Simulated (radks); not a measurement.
Question: The boron ion B3+, [He]. Method: non-relativistic Kohn-Sham, LDA (Slater exchange, Perdew-Wang correlation), spin-polarised, spherical densities, point nucleus; computed with a radial shooting solver on a logarithmic mesh with Libxc functionals. Every spin shell is full or empty, so the densities are truly spherical. Functionals are evaluated on that one density, not self-consistently. Rank these orbital-free kinetic functionals by their error against the exact value of the orbitals, and give that value: Thomas-Fermi, von Weizsacker, LC94, APBEK, revAPBEK, Perdew 92, Thakkar, Pearson, DePristo-Kress, Ernzerhof.

Answer: Exact: 21.6316 hartree. From best to worst, with 100 (|E| - |E exact|)/|E exact| (equal figures are ties): von Weizsacker 0.00, APBEK +1.40, LC94 +1.52, Thakkar +1.76, Perdew 92 +1.99, DePristo-Kress +2.03, revAPBEK +2.28, Pearson -3.01, Ernzerhof +5.68, Thomas-Fermi -9.15.
